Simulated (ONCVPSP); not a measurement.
## B (Z = 5), ONCV: configuration errors across variants

ONCVPSP 4.0.1 input, shortened (lines: element, Z, core and valence counts, functional; n l f; lmax; l rc ep ncon nbas qcut; lloc lpopt rc5 dvloc0; l nproj debl; icmod fcfact rcfact), PBE, scalar-relativistic:

```
  B 5.00    1    2        4      upf
    1    0    2.00
    2    0    2.00
    2    1    1.00
    1
    0    1.25    0.00    3    7    5.50
    1    3.05    0.00    4    9    4.40
    4    4    1.00    0.00
    0    1    3.80
    1    2    3.10
    0    0.00    0.00
```

All-electron excitation energies from the reference (eV): (1) 2s2 2p0 8.219; (2) 2s1 2p0 33.642; (3) 2s2 2p0.5 2.887; (4) 2s0 2p3 11.721.

A true bound ghost makes a file unfit for plane-wave use even where its test errors are small: the radial tests pick states by their node count and pass the ghost by.

Errors AE − PS in meV (a dash: test not solved or not reliable):

```csv
change,(1),(2),(3),(4),bound ghosts,GHOST(+) flags above zero
base,+97,+313,+14,-76,none,none
"all radii scaled by about 0.93 (s 1.16, p 2.82 bohr); local potential polynomial inside 0.92 bohr (lpopt 4, dvloc0 0 Ha)",+80,+267,+11,-64,none,none
"all radii scaled by about 1.07 (s 1.34, p 3.28 bohr); local potential polynomial inside 1.08 bohr (lpopt 4, dvloc0 0 Ha)",+119,+367,+18,-88,none,none
"all radii scaled by about 1.22 (s 1.52, p 3.72 bohr); local potential polynomial inside 1.22 bohr (lpopt 4, dvloc0 0 Ha)",+162,+473,+11,-141,none,p
"all radii scaled by about 1.33 (s 1.66, p 4.04 bohr); local potential polynomial inside 1.32 bohr (lpopt 4, dvloc0 0 Ha)",+195,+552,+16,-163,none,p
```

Task: Give the same row for: all radii scaled by about 0.81 (s 1.02, p 2.48 bohr); local potential polynomial inside 0.82 bohr (lpopt 4, dvloc0 0 Ha).

Result: +60, +211, +7.9, -50; bound ghosts: p; GHOST(+) flags above zero: none.
